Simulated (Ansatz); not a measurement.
Basis-set extrapolation for C$_{2}$H$_{4}$BClO$_{2}$, SMILES `C=COB(O)Cl` (PBE0-D4/def2-TZVP geometry, frozen core, the Gaussian-basis code of Ansatz). Multiplicity 1, RHF reference.

```json
{"": "HF", "def2-TZVPP": "-712.224909", "def2-QZVPP": "-712.249310"}
{"": "MP2 correlation", "def2-TZVPP": "-1.070265", "def2-QZVPP": "-1.155343"}
{"": "CCSD(T) correlation", "def2-TZVPP": "-1.152935", "def2-QZVPP": "not run"}
```

Energies in hartree. Use E(X) = E(∞) + A·exp(−7.88·√X) for Hartree–Fock and E(X) = E(∞) + B·X^(−2.97) for correlation, with X = 3 and 4, and add CCSD(T) minus MP2 of the smaller set to the MP2 limit.

What is the CCSD(T) energy at the basis-set limit?

HF limit: -712.249310 + (-0.024401) × 0.13774 = -712.25267. MP2 limit: -1.155343 + (-0.085078) × 0.74074 = -1.21836. Higher-order term: -1.152935 − (-1.070265) = -0.08267. Total: -713.55370 hartree, 461.7 kJ/mol below CCSD(T)/def2-TZVPP.
